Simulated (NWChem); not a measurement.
Species: SiCl2, singlet; SMILES Cl[Si]Cl

```xyz
3

Si     0.0000     0.0000     0.9328
Cl    -1.6066     0.0000    -0.3841
Cl     1.6066     0.0000    -0.3841
```
Atoms are numbered in this order, from 1.

Program: NWChem. Low-valent species are run as closed-shell singlets; no triplet was tried in these runs. The geometry was optimised at PBE0-D3(BJ)/def2-TZVP.

Q: Predict the results for PBE/STO-3G. Quantities: highest occupied level (eV); orbital gap (eV); dipole (D).

A: 
- highest occupied level (eV): -4.42
- orbital gap (eV): 3.43
- dipole (D): 2.32
